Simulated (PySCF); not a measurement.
**Trend along group 14: MGe cations**

CCSD(T) with double-zeta basis sets in PySCF, for the lowest determinant that a PBE0 search found; no spin–orbit coupling. De refers to high-spin ground-configuration atoms (the charge goes to the atom of lower measured ionisation energy or higher electron affinity, which is not always the lowest computed limit).

```json
{"M": "C", "basis": "def2-SVPD", "reference, frozen orbitals": "UHF, 10", "charged atom": "Ge+", "state (unpaired electrons)": "quartet (σ ↑, π ↑↑)", "Re (Å)": "1.921", "ωe (cm⁻¹)": "693", "De (eV)": "2.93"}
{"M": "Si", "basis": "def2-SVP", "reference, frozen orbitals": "UHF, 14", "charged atom": "Ge+", "state (unpaired electrons)": "quartet (σ ↑, π ↑↑)", "Re (Å)": "2.359", "ωe (cm⁻¹)": "366", "De (eV)": "2.91"}
{"M": "Ge", "basis": "pcseg-1", "reference, frozen orbitals": "UHF, 18", "charged atom": "Ge+", "state (unpaired electrons)": "quartet (σ ↑, π ↑↑)", "Re (Å)": "2.459", "ωe (cm⁻¹)": "249", "De (eV)": "2.85"}
{"M": "Sn", "basis": "cc-pVDZ-PP", "reference, frozen orbitals": "UHF, 8", "charged atom": "Sn+", "state (unpaired electrons)": "quartet (σ ↑, π ↑↑)", "Re (Å)": "2.631", "ωe (cm⁻¹)": "209", "De (eV)": "2.33"}
{"M": "Pb", "basis": "def2-SVP", "reference, frozen orbitals": "UHF, 13", "charged atom": "Pb+", "state (unpaired electrons)": "quartet (σ ↑, π ↑↑)", "Re (Å)": "2.708", "ωe (cm⁻¹)": "181", "De (eV)": "n/a"}
```

The shortest bond is that of GeC⁺ (1.921 Å), the longest that of GePb⁺ (2.708 Å).

The rows differ in basis set, which adds steps of its own.

Down a group the atoms grow and get heavier, so bonds lengthen and wavenumbers fall; this series shows no clear exception.

Correlated steps freeze the inner cores (8 to 18 orbitals); shallow outer-core shells are correlated. Correlated levels converge slowly with the basis: in double zeta they bind strong bonds too weakly, by up to about 1 eV, and carry superposition errors of some tenths. Spin–orbit coupling is left out, which matters for elements this heavy, above all for dissociation energies. For an ion De counts to the pair picked by the measured ionisation energies or electron affinities, which need not be the lowest pair at this level. States were picked by a PBE0 search and need not be the measured ground states.
